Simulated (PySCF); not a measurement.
Job for PySCF: R-B3LYP/6-311+G** on CN2O (a complex), monomers drawn apart or pushed together.

```python
from pyscf import gto, scf, dft, mp
from pyscf.data.elements import chemcore

mol = gto.M(
    atom='''
    C     0.68787463   -0.17168019   -0.67007106
    O    -0.27296293    0.09222424   -0.14784971
    N     0.32357481   -0.03323969    3.59450236
    N    -0.65901776    0.08915028    4.05208270
    ''',
    basis='6-311+g**',
    charge=0, spin=0, verbose=3, max_memory=1800)
mf = dft.RKS(mol, xc='b3lyp')
mf.conv_tol = 1e-8
mf.max_cycle = 100
mf.kernel()
if not mf.converged:
    mf = mf.newton().run(mf.mo_coeff, mf.mo_occ)
```

The log:

```
converged SCF energy = -222.908669004499
```

Self-consistency was reached.

Cost: very roughly 2.9 core-seconds.
